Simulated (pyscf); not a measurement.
**H₃C–N(CH₃)–AlH–OH, singlet**

Gas-phase minimum from PySCF at ωB97X-D3(BJ)/def2-SVP, one conformer. 

```
N
C 1 1.4474
H 2 1.1023 1 110.68
H 2 1.1086 3 107.40 1 122.56
H 2 1.1086 3 107.41 4 114.86
C 1 1.4485 2 113.10 3 179.96
H 6 1.1025 1 110.72 2 -179.99
H 6 1.1086 7 107.47 1 -122.53
H 6 1.1086 7 107.47 8 -114.94
Al 1 1.7812 2 124.19 3 -0.02
O 10 1.7035 1 121.56 2 -0.24
H 11 0.9574 10 130.56 1 -0.69
H 10 1.5739 11 118.20 12 179.35
```
Charge 0, spin multiplicity 1.

Properties at ωB97X-D3(BJ)/def2-SVP:

```json
{
 "harmonic_wavenumbers_unscaled": "90, 146, 189, 237, 267, 292, 326, 356, 497, 508, 637, 699, 888, 1040, 1098, 1121, 1178, 1266, 1331, 1443, 1463, 1470, 1471, 1494, 1514, 2008, 2996, 3001, 3055, 3063, 3132, 3133, 4012 cm⁻¹",
 "zero_point_energy": "64.9 kcal/mol",
 "rotational_symmetry_number": "1",
 "Entropy of this conformer at 298 K and 1 atm, rigid rotor and harmonic oscillator, modes under 100 cm⁻¹ raised to 100": "352.6 J/(mol K)",
 "dipole_moment": "2.02 D"
}
```

Single-point totals, which compare only within one level:

| level | total energy (hartree) |
|---|---|
| ωB97X-D3(BJ)/def2-TZVP | -453.70278 |
| PBE/def2-TZVP | -453.19398 |
| r²SCAN/def2-TZVP | -453.45032 |
| B3LYP-D3(BJ)/def2-TZVP | -453.64550 |
| PBE0-D3(BJ)/def2-TZVP | -453.24309 |
| M06-2X/def2-TZVP | -453.48621 |
| ωB97M-D3(BJ)/def2-TZVP | -453.68970 |

Soft torsions are taken as harmonic, which can shift the entropy by several J/(mol K).
